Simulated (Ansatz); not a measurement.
Total energies of C2H3FOSi (`FC1=C[SiH2]O1`).

Cartesian coordinates in Å:
```
F -1.255 -1.893 0.751
C -0.576 -0.854 0.339
C 0.745 -0.661 0.181
Si 0.193 0.989 -0.360
O -1.320 0.220 0.013
H 1.560 -1.337 0.363
H 0.405 2.171 0.503
H 0.248 1.366 -1.790
```

Total charge 0; spin multiplicity 1. All single points use the PBE0-D4/def2-TZVP geometry. Basis def2-TZVPP, Ansatz 0.2.0.

RPA on PBE orbitals: Hartree–Fock energy of these orbitals -540.75411 Eh, correlation -1.42550 Eh (frozen core).

| functional | energy without D4 (Eh) | D4 term (kJ/mol) |
| --- | --- | --- |
| r2SCAN | -542.53103 | -3.6 |
| PBE-QIDH | -542.16710 | – |

Task: Give the same for LDA (SPW92), PBE, revPBE, BLYP, B97M-V, PBE0, B3LYP, r2SCANh, r2SCAN0, HSE06 (plane-wave form), BHLYP, CAM-B3LYP, LC-ωPBE, ωB97X-V, ωB97M-V, B2PLYP. (Best estimate.)

Result: Computed: 
```
             functional  energy without D4 (Eh)  D4 term (kJ/mol)
            LDA (SPW92)              -539.64514                 –
                    PBE              -542.25825             -15.7
                 revPBE              -542.53732             -51.3
                   BLYP              -542.62560             -35.5
                 B97M-V              -542.54961                 –
                   PBE0              -542.28894             -13.1
                  B3LYP              -542.69729             -25.5
                r2SCANh              -542.51461              -3.8
                r2SCAN0              -542.49133              -4.3
HSE06 (plane-wave form)              -542.27106             -12.1
                  BHLYP              -542.55531             -18.9
              CAM-B3LYP              -542.59543             -13.1
                LC-ωPBE              -542.43098                 –
                ωB97X-V              -542.55060                 –
                ωB97M-V              -542.58558                 –
                 B2PLYP              -542.38892                 –
```

B3LYP takes the VWN-RPA correlation (the form of Gaussian; ORCA's B3LYP/G). HSE06 is the plane-wave form, built on full-range PBE exchange. The double hybrids freeze the cores in their second-order part.

LC-ωPBE has ω = 0.4 bohr⁻¹.
